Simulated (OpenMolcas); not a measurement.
**B+: CASPT2 settings compared**

* Program: OpenMolcas 26.06
* Basis: ANO-RCC-VQZP [5s4p3d2f1g]
* Scalar Hamiltonian: DKH2, point nucleus
* Active space: 2 electrons in 8 orbitals (2s 2p 3s 3p)
* State averaging: 2S+1 = 3 even, 3 roots; 2S+1 = 1 even, 6 roots kept (CI in the orbitals of an earlier block); 2S+1 = 3 odd, 3 roots; 2S+1 = 1 odd, 3 roots kept (CI in the orbitals of an earlier block)
* Spin-orbit coupling: state interaction with AMFI integrals over the reference wave functions, term energies averaged over their components

Methods on the same reference wave functions:
A. CASSCF
B. SS-CASPT2, IPEA 0.2 Eh, sigma1 regulariser 0.05 Eh (closed shells correlated: 1s)
C. SS-CASPT2, IPEA 0.75 Eh, real shift 0.5 Eh (closed shells correlated: none)
D. XMS-CASPT2, IPEA 0.35 Eh, real shift 0.4 Eh (closed shells correlated: none)

Energies in cm-1 above 2s2 1S0, the measured ground level; measured values from NIST Handbook of Basic Atomic Spectroscopic Data.

```tsv
Level	A	B	C	D	Measured
2s2 1S0	0.0	0.0	0.0	0.0	0.0
2s 2p 3P* 0	38058	37401	37676	37688	37336
2s 2p 3P* 1	38065	37409	37683	37695	37342
2s 2p 3P* 2	38080	37424	37698	37710	37358
2s 2p 1P* 1	83763	74693	76225	75101	73397
2p2 3P0	100388	99174	99892	99905	98911
2p2 3P1	100395	99181	99900	99913	98920
2p2 3P2	100410	99196	99914	99927	98933
```

Deviations, from unrounded energies. A percentage is the sum of absolute deviations over the sum of measured energies, with the sign that they share, or ± where signs differ.

```tsv
Against measurement	Levels	A	B	C	D
mean absolute deviation (cm-1)	7	2400	330	970	820
other configurations (%)	7	+3.5	+0.5	+1.4	+1.2
```

B lies closest to measurement on these levels and A furthest from it. The largest miss of B in the table is 2s 2p 1P* 1, by +1300 cm-1. The ranking rests on the paired levels alone, and a cruder setting can come out closer through cancelling errors.

Among B to D the level of the table that moves most is 2s 2p 1P* 1, by 1500 cm-1 (lowest in B, highest in C).

The lowest spin-free term lies below A's lowest term by 0.040 hartree in B, 0.003 hartree in C, 0.004 hartree in D.

Terms from blocks run as CI alone lack orbitals of their own. Active for correlation alone: 3p 3s; no level in the range computed is led by a configuration that fills them, so any true level of that kind is missing. Without dynamic correlation excited terms often stand tens of per cent too high (terms of higher spin than the ground term too low), and those without a measured partner can miss by more than the paired ones (holds for A). Computed and measured levels are paired by configuration, term and J; levels that our copy of the source lacks, or whose pairing is in doubt (as where it misses far off the trend of its configuration), stay unpaired and out of the deviations. Levels of configurations outside the active space are missing. The table leaves out levels that lie high or whose names do not pair safely across all columns.

* marks odd parity.
